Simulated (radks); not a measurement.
Q: Coherent X-ray form factor from a spherical all-electron density. Method: scalar-relativistic Kohn-Sham, BLYP, spin-polarised, spherical densities, point nucleus; computed with a radial shooting solver on a logarithmic mesh with Libxc functionals.

| sin(theta)/lambda (1/angstrom) | f0 (electrons) |
|---|---|
| 0.05 | 68.387 |
| 0.1 | 66.650 |
| 0.15 | 64.048 |
| 0.2 | 60.900 |
| 0.25 | 57.498 |
| 0.3 | 54.068 |
| 0.4 | 47.640 |
| 0.5 | 42.102 |
| 0.6 | 37.419 |
| 0.8 | 29.977 |
| 1 | 24.485 |
| 1.25 | 19.842 |
| 1.5 | 16.958 |
| 2 | 13.421 |

The species is in the configuration that NIST lists as its ground one. Which atom or ion scatters so?

A: The hafnium ion Hf3+, [Xe] 4f14 5d1. Extrapolating in s^2 from the first two rows gives f0(0) = 69.0, near the electron count 69; among species with that count, the fall with angle is slower the higher Z, and the table is that of Z = 72; from so few rows the species is fixed only to a neighbour or two.
